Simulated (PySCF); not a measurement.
ZrBr4, SMILES [Zr]([Br])([Br])([Br])[Br], multiplicity 1.

Coordinates come from a r2SCAN-D4/def2-SVP optimisation. The spin state was assumed, not searched. The isomer is the one that the SMILES or the coordinates give; other isomers of the formula were not compared. The def2 effective core potentials stand for the cores of Zr; spin–orbit coupling is left out.

All values below come from r2SCAN-D4/def2-SVP run with PySCF.

Frequencies are harmonic and unscaled.

Modes within 1.5 cm⁻¹ of each other (mostly degenerate sets) share a row, with their intensities summed.

Computed normal modes with their intensities:
```tsv
mode	ν (cm⁻¹)	IR (km/mol)	moving atoms (share of kinetic energy)
1–2	60	0.0	Br 100 %
3–5	71	1.7	Br 81 %, Zr 19 %
6	229	0.0	Br 100 %
7–9	319	192.7	Zr 59 %, Br 41 %
```
